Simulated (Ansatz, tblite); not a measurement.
Forces on Al15As14H36⁻, a nanocrystal cut from zinc blende AlAs (hydrogen-capped) at its PBE-D4/def2-SVP geometry. The state is a singlet with charge -1.

The xTB rows come from tblite. Single mean-field runs in def2-SVP are fitted with def2-universal-jkfit.

GFN2-xTB (tblite), largest force 0.77 eV/Å:

```xyz
65
positions Å, forces eV/Å
As    3.675    2.629    0.211   -0.060   -0.161    0.306
As    1.890    1.860   -3.666   -0.005   -0.084   -0.007
As    1.082    3.511    2.901   -0.232    0.026    0.064
As   -2.353    2.400    2.854    0.305    0.384    0.022
As   -1.925    0.799   -3.829   -0.395    0.085    0.116
As   -4.023    1.127   -0.749   -0.011    0.112   -0.546
As   -0.246    2.079   -0.488   -0.021    0.612   -0.212
As    2.608   -0.839   -0.732    0.573   -0.259   -0.009
As    0.404   -0.525    2.474    0.301   -0.161    0.592
As   -1.361   -1.751   -0.918   -0.407   -0.570   -0.328
As    1.045   -1.708   -4.118   -0.007    0.011    0.070
As    1.322   -4.626   -1.031    0.087    0.158    0.224
As   -3.420   -1.082    2.378    0.121    0.045    0.038
As   -0.499   -4.128    2.203    0.334    0.021   -0.121
Al    1.392    3.669    0.460   -0.004    0.196    0.099
Al   -0.414    2.530   -2.892   -0.201    0.307    0.059
Al    4.303    0.229    0.746   -0.163   -0.087   -0.450
Al    2.930   -0.373   -3.097    0.508   -0.352    0.173
Al   -2.489    2.726    0.392   -0.162    0.143    0.203
Al   -1.118    4.407    3.762    0.053   -0.304   -0.075
Al    1.270    1.259    3.957    0.106   -0.098   -0.207
Al   -1.555    0.221    3.794   -0.088   -0.103    0.136
Al   -4.322    1.380   -3.235    0.128   -0.013    0.175
Al   -1.376   -1.573   -3.371   -0.197   -0.113   -0.107
Al   -3.662   -1.234   -0.105   -0.238   -0.084    0.063
Al    0.344   -0.250    0.062    0.199   -0.010    0.072
Al    3.421   -3.172   -1.049   -0.071    0.328    0.100
Al    1.443   -2.688    3.031   -0.358    0.482    0.219
Al   -1.006   -4.086   -0.250   -0.234   -0.080   -0.121
H     4.602    3.611    0.931   -0.062   -0.035   -0.333
H     4.184    2.936   -1.199    0.156    0.093    0.227
H     2.030    2.071   -5.174    0.177    0.171    0.167
H     2.866    2.955   -3.243   -0.137   -0.124   -0.323
H     2.214    4.343    3.503    0.086    0.023   -0.012
H    -3.806    2.521    3.318   -0.134   -0.048   -0.022
H    -1.821    0.947   -5.349    0.058   -0.010   -0.095
H    -5.402    1.443   -0.164   -0.029   -0.013    0.072
H     1.025   -1.490   -5.631    0.039   -0.276    0.067
H     1.499   -3.165   -4.156   -0.085    0.275   -0.237
H     1.110   -5.123   -2.462    0.095   -0.169    0.264
H     1.668   -5.995   -0.442   -0.082    0.098   -0.324
H    -4.831   -0.627    2.772    0.130   -0.270   -0.002
H    -3.616   -2.528    2.855   -0.265    0.187   -0.009
H    -1.805   -3.910    2.957    0.199   -0.313   -0.025
H    -0.356   -5.621    2.510   -0.278    0.140    0.075
H     1.387    5.129   -0.200    0.095   -0.275    0.077
H    -0.745    4.017   -3.378    0.144   -0.330   -0.002
H     5.797   -0.016    0.207   -0.179    0.074    0.247
H     3.908    0.046    2.291    0.096    0.068   -0.093
H     4.330   -0.515   -3.854   -0.344    0.131    0.018
H    -2.852    4.243    0.022    0.049   -0.272    0.039
H    -1.565    5.742    2.983    0.088   -0.201    0.272
H    -1.083    4.375    5.371   -0.061    0.173   -0.282
H    -0.191    1.256    4.795   -0.040    0.112    0.335
H     2.559    1.016    4.872   -0.261    0.143   -0.156
H    -2.022   -0.381    5.204   -0.004    0.069   -0.330
H    -4.579    2.913   -3.645   -0.057   -0.349   -0.006
H    -5.283    0.210   -3.781    0.118    0.306    0.018
H    -2.210   -2.657   -4.205    0.240    0.188    0.106
H    -4.749   -2.290   -0.630    0.208    0.186    0.160
H     4.418   -3.742    0.064   -0.131   -0.013   -0.370
H     3.838   -3.242   -2.614    0.014   -0.054    0.119
H     2.524   -3.114    1.916   -0.046   -0.118    0.007
H     1.669   -2.967    4.593    0.070   -0.134   -0.352
H    -2.074   -5.178   -0.732    0.273    0.135    0.155
```

PBE-D4/def2-SVP (Ansatz), largest force 0.02 eV/Å:

```
As -0.004 0.012 0.000
As -0.002 0.001 0.002
As -0.003 0.000 0.002
As 0.003 0.001 -0.002
As -0.004 0.000 -0.001
As -0.004 -0.003 0.001
As 0.004 -0.002 0.000
As -0.013 -0.002 -0.005
As 0.006 -0.001 -0.002
As -0.002 0.004 0.000
As -0.002 -0.007 -0.002
As -0.006 -0.020 -0.007
As -0.004 -0.001 0.001
As 0.001 0.001 -0.003
Al 0.000 0.001 0.000
Al -0.001 0.000 -0.002
Al 0.005 -0.003 -0.001
Al 0.001 0.001 -0.008
Al -0.002 0.001 0.003
Al -0.004 -0.007 0.001
Al -0.010 -0.002 0.001
Al -0.003 -0.004 0.002
Al 0.004 0.000 -0.001
Al 0.004 0.001 -0.001
Al 0.003 0.001 -0.003
Al 0.002 -0.007 0.000
Al -0.008 0.001 0.002
Al -0.017 0.005 -0.002
Al 0.006 0.001 0.005
H -0.001 0.000 0.000
H 0.002 -0.002 0.000
H -0.001 0.001 0.001
H 0.001 0.001 -0.001
H 0.001 0.001 0.001
H -0.001 -0.001 0.001
H 0.001 0.001 0.000
H 0.000 0.000 0.000
H 0.000 -0.002 0.005
H -0.003 0.003 0.001
H 0.004 0.003 0.015
H -0.003 0.016 -0.004
H 0.003 0.002 0.000
H -0.001 0.003 -0.001
H -0.006 -0.001 0.002
H -0.001 0.000 0.000
H 0.000 0.001 0.000
H 0.002 0.000 0.001
H 0.009 0.000 -0.003
H -0.003 -0.001 0.009
H 0.002 0.000 -0.001
H 0.000 0.000 -0.001
H 0.002 -0.001 0.000
H 0.002 0.001 0.000
H 0.008 0.004 0.001
H 0.002 0.002 -0.003
H 0.003 0.003 -0.004
H 0.000 0.000 0.001
H -0.001 0.001 0.000
H 0.001 0.001 0.000
H 0.000 0.000 -0.002
H 0.007 -0.002 0.006
H 0.003 0.001 -0.010
H 0.016 -0.006 -0.009
H 0.000 0.000 0.012
H 0.001 -0.001 0.000
```

r2SCAN0-D4/def2-SVP (Ansatz), largest force 0.63 eV/Å:

```
As 0.379 0.393 -0.167
As 0.313 0.345 -0.296
As 0.275 0.199 0.131
As -0.343 0.058 0.105
As 0.025 0.029 -0.358
As -0.352 0.047 0.146
As 0.011 0.073 -0.056
As 0.075 -0.017 -0.116
As 0.023 0.036 0.085
As -0.043 -0.087 -0.039
As 0.136 -0.337 -0.423
As -0.014 -0.539 -0.228
As -0.520 -0.327 0.149
As -0.342 -0.380 0.217
Al -0.029 0.040 0.009
Al -0.030 0.051 0.006
Al 0.031 -0.035 0.028
Al 0.024 0.004 -0.019
Al 0.005 0.083 -0.018
Al -0.012 0.002 0.024
Al -0.083 -0.037 0.100
Al 0.031 0.000 0.087
Al -0.020 0.013 -0.031
Al -0.055 -0.018 -0.019
Al -0.004 0.002 -0.033
Al 0.018 -0.006 0.057
Al 0.073 -0.020 -0.005
Al 0.020 0.001 0.023
Al 0.006 -0.016 -0.010
H -0.265 -0.280 -0.181
H -0.141 -0.104 0.388
H -0.055 -0.078 0.418
H -0.287 -0.298 -0.109
H -0.304 -0.222 -0.159
H 0.381 -0.033 -0.123
H -0.029 -0.037 0.405
H 0.363 -0.081 -0.154
H -0.003 -0.039 0.425
H -0.136 0.407 0.027
H 0.063 0.148 0.395
H -0.093 0.405 -0.143
H 0.399 -0.096 -0.104
H 0.061 0.417 -0.134
H 0.379 -0.049 -0.202
H -0.019 0.417 -0.093
H 0.009 -0.202 0.089
H 0.054 -0.213 0.066
H -0.188 0.038 0.071
H 0.067 0.022 -0.196
H -0.204 0.026 0.109
H 0.043 -0.210 0.047
H 0.063 -0.173 0.113
H -0.007 0.017 -0.213
H 0.131 -0.027 -0.130
H -0.183 0.041 -0.137
H 0.063 0.083 -0.209
H 0.025 -0.209 0.055
H 0.120 0.163 0.072
H 0.122 0.152 0.119
H 0.144 0.147 0.086
H -0.126 0.076 -0.159
H -0.053 0.004 0.195
H -0.121 0.046 0.149
H -0.028 0.035 -0.203
H 0.155 0.152 0.072
```
